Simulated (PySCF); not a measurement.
# Ionisation energy of Ga⁺ by level of theory

Ga⁺ [Ar] 3d10 4s2 → Ga²⁺ [Ar] 3d10 4s1 [4s1/2^1, M_J = 1/2], as a difference of total energies. Calculation: PySCF 2.14, in x2c-QZVPPall-2c; the two-component X2C-1e Hamiltonian. Correlated levels: [Ne] frozen; the 8 highest virtual spinors dropped. "Screened" scales the spin-orbit matrix elements by Boettger's factors to mimic the two-electron term; Breit and QED terms are absent.

```csv
method,ionisation energy (eV)
GHF (screened spin-orbit),18.750
GMP2 (screened spin-orbit),20.374
```

Task: How much does correlation contribute at GMP2 (screened spin-orbit)?

Result: 20.374 − (18.750) = 1.624 eV, measured against GHF (screened spin-orbit).

Errors of the correlated levels include the incompleteness of this basis and the frozen core.

For comparison: 20.515 eV (measured; NIST Atomic Spectra Database, ionization energies).
